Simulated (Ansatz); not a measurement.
```yaml
crystal:
  periodic: [false, false, false]
  atoms:
    - {symbol: Ca, position_ang: [1.252421, 0.534246, -1.807635]}
    - {symbol: Ca, position_ang: [1.519763, -0.342872, 1.692908]}
    - {symbol: Ca, position_ang: [-1.278506, -1.925716, -0.099766]}
    - {symbol: Ca, position_ang: [-1.493678, 1.734352, 0.214493]}
basis:
  gaussian: {orbitals: def2-TZVP}
total_charge: 2
hamiltonian: {xc: {name: B97M-V}, pseudopotentials: {relativity: scalar}}
output: {forces: true}
```

```sh
$ ansatz run in.yaml --threads 4 --pin off --events-out ev --progress --plain --max-ram 3916MiB
```

Output, abridged:

```
Functional definition: B97M-V
1468 factors; their error is unknown
mean field evaluation 1: about -73982.5638 eV, gradient 3.6e1 eV
mean field evaluation 2: about -73968.8757 eV, gradient 6.8e1 eV
mean field evaluation 4: about -73987.7019 eV, gradient 1.1e1 eV
mean field evaluation 8: about -73988.7370 eV, gradient 7.9e-1 eV
mean field evaluation 16: about -73988.7397 eV, gradient 7.8e-2 eV
mean field evaluation 32: about -73988.5692 eV, gradient 3.2e-5 eV
mean field evaluation 64: about -73988.5305 eV, gradient 1.1e0 eV
mean field -73988.56917133 eV, -2719.0297657929 hartree, gradient 7.2e-6 eV, S^2 0.000000; 8 other end points of the search recorded, 0 dependent functions left out
reference -73988.56924819 eV, -2719.0297686174 hartree; 39, 39 occupied and 105, 105 virtual orbitals, 1468 factors
Total energy: -73988.56924819 eV, -2719.0297686174 hartree
Relativity: scalar
Atom 0 at     1.252421     0.534246    -1.807635 Å, force     0.287332     0.327887    -0.126119 eV/Å
Atom 1 at     1.519763    -0.342872     1.692908 Å, force     0.379694    -0.251518     0.126751 eV/Å
Atom 2 at    -1.278506    -1.925716    -0.099766 Å, force    -0.330071    -0.315708     0.225058 eV/Å
Atom 3 at    -1.493678     1.734352     0.214493 Å, force    -0.336955     0.239339    -0.225691 eV/Å
Dipole moment:     0.007655     0.007059    -0.006659 e Å
```

Hardware: 4 threads of Arm Neoverse N1 on a shared host. Wall time 41 s.

The dipole of an ion depends on the origin.
